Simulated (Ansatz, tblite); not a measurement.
Removing and adding an electron: TiCl4. The state is a singlet with charge 0. Geometry: PBE-D4/def2-SVP. Ansatz, gas phase; energy differences of separate SCF runs; the oxidised species was run as a doublet alone; the reduced species was run as a doublet alone.

```xyz
5

Ti    0.0000    0.0000    0.0000
Cl    1.2195    1.7788    0.2635
Cl   -0.3782   -0.9121    1.9354
Cl    1.0474   -1.4139   -1.2747
Cl   -1.8887    0.5471   -0.9243
```

The xTB rows come from tblite. Correlated methods freeze 25 core orbitals; core or outer-core shells of Ti are correlated, in sets that lack core-valence functions. HOMO above LUMO, or a gap near zero within one spin, warns that the state may not be the lowest or that an electron is smeared out.

| level | −HOMO (eV) | vertical IE (eV) | −LUMO (eV) | vertical EA (eV) | HOMO–LUMO gap (eV) | IE − EA (eV) | remarks |
| --- | --- | --- | --- | --- | --- | --- | --- |
| GFN1-xTB | 13.64 | 15.82 | 10.91 | 8.31 | 2.73 | 7.51 | – |
| GFN2-xTB | 12.54 | 14.84 | 9.80 | 7.18 | 2.74 | 7.66 | – |
| PBE-D4/def2-TZVP | 8.26 | 10.91 | 4.61 | – | 3.65 | – | gap within one spin near zero (+1 doublet) |
| PBE-D4/def2-TZVPD | 8.30 | – | 4.66 | 1.84 | 3.64 | – | HOMO above zero (-1 doublet), gap within one spin near zero (-1 doublet) |
| r2SCAN-D4/def2-TZVP | 8.65 | 11.22 | 4.66 | – | 4.00 | – | gap within one spin near zero (+1 doublet) |
| r2SCAN-D4/def2-TZVPD | 8.66 | – | 4.67 | 2.08 | 4.00 | – | HOMO above zero (-1 doublet) |
| r2SCANh-D4/def2-TZVP | 9.15 | 11.41 | 4.33 | – | 4.81 | – | – |
| PBE0-D4/def2-TZVP | 9.64 | 11.50 | 3.83 | – | 5.81 | – | – |
| PBE0-D4/def2-TZVPD | 9.66 | – | 3.86 | 2.52 | 5.80 | – | – |
| r2SCAN0-D4/def2-TZVP | 9.90 | 11.69 | 3.83 | – | 6.07 | – | – |
| BHLYP-D4/def2-TZVP | 10.86 | 11.83 | 2.80 | – | 8.06 | – | – |
| ωB97X-V/def2-TZVP | 11.99 | 11.97 | 1.78 | – | 10.22 | – | – |
| B2PLYP/def2-TZVP | – | 11.53 | – | – | – | – | – |

Relaxing the oxidised species (PBE-D4/def2-SVP) changes its energy by -0.02 eV at PBE-D4/def2-TZVP, so the adiabatic ionisation energy to this nearest minimum is 10.89 eV. At PBE0-D4/def2-TZVP it is 11.49 eV. The gap within one spin of the relaxed charge 1 doublet nearly closes, so an electron or hole may be smeared out by delocalisation error.  Relaxing the reduced species (PBE-D4/def2-SVPD) changes its energy by -0.39 eV at PBE-D4/def2-TZVPD, so the adiabatic electron affinity to this nearest minimum is 2.22 eV. At PBE0-D4/def2-TZVPD it is 2.89 eV. The highest occupied level of the relaxed charge -1 doublet lies above zero (up to 0.25 eV). By energy differences its removal costs 2.22 eV (each at its own geometry, to the charge 0 singlet, at PBE-D4/def2-TZVPD); the vertical value is larger still, so the positive level points to self-interaction error.     A HOMO above zero means that the electron is unbound at that level or that self-interaction error raises the level; the energy of removing that electron tells which. Raw xTB energy differences between charge states are shifted by several eV; the methods need an empirical correction for them.
